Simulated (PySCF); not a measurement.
# Bonding in ethyl methyl carbonate

Compound: ethyl methyl carbonate, C4H8O3.
Numbering: `[CH3:1][CH2:2][O:3][C:4](=[O:5])[O:6][CH3:7]` (hydrogens: H8, H9, H10 on C1; H11, H12 on C2; H13, H14, H15 on C7)

Cartesian coordinates in Å at the GFN2-xTB level; atoms count from 1:
```
atom  x, y, z in Å
C1    -2.2043    0.7998    0.5124
C2    -1.7075   -0.6030    0.1962
O3    -0.3544   -0.7931    0.6196
C4     0.5880   -0.3053   -0.1828
O5     0.4071    0.2483   -1.2305
O6     1.7780   -0.5558    0.3668
C7     2.9137   -0.0960   -0.3546
H8    -3.2529    0.8824    0.2416
H9    -1.6353    1.5330   -0.0537
H10   -2.0924    1.0061    1.5739
H11   -1.7748   -0.7970   -0.8790
H12   -2.2744   -1.3547    0.7481
H13    2.7262   -0.1410   -1.4288
H14    3.7376   -0.7497   -0.0783
H15    3.1411    0.9341   -0.0727
```

Bond orders from the PBE0/pcSseg-1 density (PySCF). One conformer (not necessarily the lowest) at the GFN2-xTB geometry, without solvent, vibrations or thermal averaging.

Problem. Where do the orders between heavy atoms depart from those drawn in the SMILES?

Solution. The largest departure is 0.151, at C2–O3 (drawn single, 0.849). Drawn single, order below 0.88: C2–O3 (0.849) and O6–C7 (0.875).

Problem. Set the Mayer orders of the bonds beside their lengths.

Solution. 
```csv
bond,drawn as,length (Å),Mayer order
C1–C2,single,1.521,1.066
C2–O3,single,1.430,0.849
O3–C4,single,1.330,1.110
C4–O5,double,1.199,1.888
C4–O6,single,1.335,1.105
O6–C7,single,1.422,0.875
C1–H8,single,1.086,0.961
C1–H9,single,1.087,0.960
C1–H10,single,1.087,0.960
C2–H11,single,1.095,0.945
C2–H12,single,1.091,0.957
C7–H13,single,1.091,0.957
C7–H14,single,1.087,0.971
C7–H15,single,1.092,0.968
```

Bonds between the same two heavy elements. C–O: lowest C2–O3 (0.849, 1.430 Å), highest C4–O5 (1.888, 1.199 Å).

Problem. Sum the orders of all bonds at each heavy atom with more than one neighbour and set the sums beside the valence in the SMILES.

Solution. C1 3.947 (drawn 4), C2 3.817 (drawn 4), O3 1.959 (drawn 2), C4 4.103 (drawn 4), O6 1.980 (drawn 2), C7 3.771 (drawn 4). Orders between atoms that aren't bonded are not in these sums.

Mayer orders depend on the basis set.
